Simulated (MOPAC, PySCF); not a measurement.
H₃Ga, SMILES `[GaH3]`, neutral singlet in the gas phase. 

Cartesian coordinates (Å):
```xyz
4

Ga     0.0000     0.0000     0.0000
H      1.5546    -0.2052     0.0136
H     -0.9550    -1.2437    -0.0153
H     -0.5996     1.4490     0.0017
```
Charge 0, spin multiplicity 1.

All levels are single points at this geometry (PBE0-D4/def2-TZVP); Pople sets use spherical d functions. Orbital energies aren't observables, and empty levels follow the basis.

B3LYP/LANL2DZ in PySCF gives dipole (D) = 0.00.

Question: Estimate the dipole (D) from each of these levels: PBE0-D4/def2-TZVP in PySCF; B3LYP/6-311+G** (LANL2DZ on Ga) in PySCF; BP86/6-31G* in PySCF; SVWN5/6-31G* in PySCF; PM7 in MOPAC.

Answer: 
```csv
level,dipole (D)
PBE0-D4/def2-TZVP in PySCF,0.00
B3LYP/6-311+G** (LANL2DZ on Ga) in PySCF,0.00
BP86/6-31G* in PySCF,0.00
SVWN5/6-31G* in PySCF,0.00
PM7 in MOPAC,0.00
```
